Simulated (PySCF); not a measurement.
C2F5, SMILES F[C](F)C(F)(F)F (connectivity only; charge and spin as stated), charge +1, multiplicity 1.

Geometry optimised at PBE0-D3(BJ)/def2-SVP. The spin state was assumed, not searched. The isomer is the one that the SMILES or the coordinates give; other isomers of the formula were not compared.

Two levels are set side by side: TDA-PBE/def2-SVPD (PySCF) and TDA-PBE0/def2-SVPD (PySCF). Vertical, same geometry. The lowest singlet is HOMO→LUMO 100 % with PBE and HOMO→LUMO 97 % with the other functional; states are paired by order. Differences are taken from unrounded values.

| quantity | TDA-PBE0 |
|---|---|
| lowest singlet excitation (eV) | 5.87 |
| lowest triplet excitation (TDA) (eV) | 4.77 |

### Question
What does TDA-PBE give, and how far is it from TDA-PBE0? (An estimate is asked for; the answer gives what the named calculation found.)

### Answer

```json
[
 {"quantity": "lowest singlet excitation (eV)", "TDA-PBE": "4.35", "TDA-PBE minus TDA-PBE0": "-1.52"},
 {"quantity": "lowest triplet excitation (TDA) (eV)", "TDA-PBE": "4.01", "TDA-PBE minus TDA-PBE0": "-0.76"}
]
```

Functionals without exact exchange tend to place singlet excitations lower, as here. Differences between two approximate levels are no errors against the true value.

Rough cost on one machine, each run with all the roots and properties that it gave: TDA-PBE0 against TDA-PBE about 2 times.
